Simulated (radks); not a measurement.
Effect of the nuclear size on neutral germanium, [Ar] 3d10 4s2 4p2. All-electron calculation, Dirac Kohn-Sham, PBE, spin-unpolarised, spherical densities, finite nucleus; open shells fill j = l - 1/2 first; Fermi nuclear charge, rms radius 4.0742 fm. Program: a radial shooting solver on a logarithmic mesh with Libxc functionals. The rms radius is varied about that value; shifts are against it.

| rms radius (fm) | total energy shift (eV) | density at nucleus (e/bohr^3) | 1s1/2 shift (meV) | 2s1/2 shift (meV) | 2p1/2 shift (meV) | 3s1/2 shift (meV) | 3p1/2 shift (meV) |
|---|---|---|---|---|---|---|---|
| 3.4264 | -0.0996 | 3.207e+04 | -42.3 | -4.13 | 0.335 | -0.615 | 0.061 |
| 3.9112 | -0.0266 | 3.181e+04 | -11.3 | -1.10 | 0.089 | -0.164 | 0.016 |
| 4.0742 | 0 | 3.172e+04 | 0.000 | 0.000 | 0.000 | 0.000 | 0.000 |
| 4.3512 | 0.0475 | 3.159e+04 | 20.2 | 1.97 | -0.160 | 0.293 | -0.029 |
| 4.5916 | 0.0911 | 3.148e+04 | 38.7 | 3.77 | -0.306 | 0.562 | -0.056 |

Slopes of the eigenvalues against <r^2> in GHz/fm^2, as finite differences over the two radii next to the reference (eigenvalue slopes, not the field-shift constants of lines): 1s1/2 2090, 2s1/2 204, 2p1/2 -16.6, 3s1/2 30.4, 3p1/2 -3.01.
